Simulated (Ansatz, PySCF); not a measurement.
The pair A = AsH3 (SMILES [AsH3]) (first 4 atoms), B = H2Se (SMILES [SeH2]); geometry from B3LYP-D3(BJ)/def2-TZVP.
(charge 0, multiplicity 1):
```xyz
7

As    -0.1887    -0.1176    -0.3551
H     -0.1534    -0.0902    -1.8806
H      1.3100     0.1333    -0.2509
H     -0.5074     1.3694    -0.2698
Se    -0.0350    -0.5231     3.3477
H     -1.4788    -0.5916     3.0855
H     -0.2655    -0.0142     4.7095
```

Cores are frozen in the correlated methods. Filled d and f shells under p-block atoms count as core. CBS(a, b) extrapolates the correlation energy as X⁻³ and adds the Hartree–Fock energy of set b.

Programs: Ansatz (Gaussian basis) for Hartree–Fock, density functionals and correlated methods; PySCF for the dispersion terms. Each number belongs to the level named beside it.

The monomers are drawn apart, rigid, along the line of their centres of mass. Counterpoise-corrected interaction energies (kcal/mol):

```tsv
level	R = 5.251 Å	R = 6.742 Å
PBE/def2-TZVPPD	-0.2263	-0.0423
PBE-D3(BJ)/def2-TZVPPD	-0.4812	-0.1013
wB97M-V/def2-TZVPPD	-0.3492	-0.0825
MP2/CBS(aug-cc-pVDZ, aug-cc-pVTZ) + ΔCCSD(T)/aug-cc-pVDZ	-0.3750	-0.0880
```

R is the distance of the centres of mass. Find the local exponent m of E ∝ R⁻ᵐ between the two points.


m = ln(E₁/E₂)/ln(R₂/R₁): PBE/def2-TZVPPD 6.7; PBE-D3(BJ)/def2-TZVPPD 6.2; wB97M-V/def2-TZVPPD 5.8; MP2/CBS(aug-cc-pVDZ, aug-cc-pVTZ) + ΔCCSD(T)/aug-cc-pVDZ 5.8. For scale, two fixed dipoles give m = 3, dipole and quadrupole 4, quadrupoles 5, and dispersion or dipole-induced dipole 6 at long range; at these distances several terms mix, and what is left of overlap and damping shifts m, so it need not match one of them.

Ansatz is a first-principles code.
